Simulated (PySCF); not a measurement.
Gas-phase reaction: GeCl4 + 2 F → GeF2 + 4 Cl

Energies from PySCF, thermal terms from the rigid-rotor harmonic-oscillator model, ideal gas at 1 bar. † marks an energy on the PBE0/def2-TZVP geometry and frequencies; other levels use their own. 6-31G* has spherical d functions here. Open shells (unrestricted): F (multiplicity 2, electronic degeneracy 6), Cl (multiplicity 2, electronic degeneracy 6); the rest are closed-shell singlets. Spin-orbit splitting is ignored; it lowers the true energy and changes the entropy of F, Cl. Ge: all electrons, no relativistic terms. The harmonic model lacks anharmonicity and excited electronic states, which grow with temperature; levels with a mode under 35 cm⁻¹ are left out.

```json
[
 {"level": "HF/6-31G*", "ΔE electronic, kJ": "234", "ΔH°(298 K), kJ": "232", "ΔS°(298 K), J/K": "277", "ΔG°(2000 K), kJ": "-304"},
 {"level": "HF/def2-TZVP†", "ΔE electronic, kJ": "273", "ΔH°(298 K), kJ": "271", "ΔS°(298 K), J/K": "274", "ΔG°(2000 K), kJ": "-260"},
 {"level": "PBE/def2-TZVP†", "ΔE electronic, kJ": "297", "ΔH°(298 K), kJ": "294", "ΔS°(298 K), J/K": "274", "ΔG°(2000 K), kJ": "-237"},
 {"level": "PBE0/def2-SVP†", "ΔE electronic, kJ": "342", "ΔH°(298 K), kJ": "339", "ΔS°(298 K), J/K": "274", "ΔG°(2000 K), kJ": "-192"},
 {"level": "PBE0/def2-TZVP", "ΔE electronic, kJ": "341", "ΔH°(298 K), kJ": "339", "ΔS°(298 K), J/K": "274", "ΔG°(2000 K), kJ": "-192"}
]
```
ΔH° is lowest at HF/6-31G* and highest at PBE0/def2-SVP†. No reference value is set beside these.
